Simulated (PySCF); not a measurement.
## How methods differ on the excitation energy of V(2+)

V(2+) [Ar] 3d3 (4F) → V(2+) [Ar] 3d2 4s1, s spin flipped, as a difference of total energies. Calculation: PySCF 2.14, in def2-QZVPPD (11s6p5d3f2g, 93 functions); no relativity, point nucleus. Correlated levels: valence: [Ar] frozen; valence and next inner shell: [Ne] frozen. The calculations carry no spin-orbit coupling.

```
                                method  excitation energy (cm⁻¹)
                                   UHF                     47414
                                   LDA                     52674
                                  PBE0                     52534
                                r2SCAN                     55680
                                 TPSSh                     52667
                                revPBE                     52863
                                 B97-3                     51081
                                 HSE06                     52211
                         MP2 (valence)                     48536
                     SCS-MP2 (valence)                     46007
SCS-MP2 (valence and next inner shell)                     48392
```

**Question.** Estimate what PBE gives.

**Answer.** 52545 cm⁻¹, closest to PBE0 among the rows shown.

**Question.** Estimate what MP2 (valence and next inner shell) gives.

**Answer.** 49944 cm⁻¹, closest to B97-3 among the rows shown.

The upper determinant mixes two multiplicities, so it lies between the two terms.
